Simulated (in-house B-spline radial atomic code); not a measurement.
A fraction x of an electron is removed from 5p in Te II (Te+), starting from [Kr] 4d10 5s2 5p3 and keeping the highest spin. All numbers are computed (scalar-relativistic (X2C) SCAN, spin-polarised, spherical fractional occupations; Fermi nucleus of rms radius 4.7423 fm) with a radial B-spline atomic code at the basis-set limit, not measured.

| x | E(x) - E(0) (eV) | 5p up level (eV) |
| --- | --- | --- |
| 0 | 0.0000 | -14.982 |
| 0.1 | 1.5390 | -15.799 |
| 0.15 | 2.3393 | -16.210 |
| 0.28 | 4.5164 | -17.286 |
| 0.43 | 7.2031 | -18.539 |
| 0.5 | 8.5214 | -19.128 |
| 0.58 | 10.0787 | -19.805 |
| 0.74 | 13.3565 | -21.169 |
| 0.79 | 14.4257 | -21.598 |
| 0.89 | 16.6285 | -22.459 |
| 1 | 19.1514 | -23.412 |

The exact functional would give a straight line between the two integer points. Deviations E(x) - E(0) - x[E(1) - E(0)], in eV: -0.376 at x = 0.1, -0.533 at x = 0.15, -0.846 at x = 0.28, -1.032 at x = 0.43, -1.054 at x = 0.5, -1.029 at x = 0.58, -0.816 at x = 0.74, -0.704 at x = 0.79, -0.416 at x = 0.89.

The curve lies below the straight line by up to 1.054 eV (at x = 0.5): convex, the delocalisation error that favours fractional charges.

**Question.** How well does Slater's transition state (minus the level at half occupation) give the ionisation energy?

**Answer.** It gives 19.128 eV against 19.151 eV from the two total energies; NIST lists 18.60 eV, ground level to ground level.
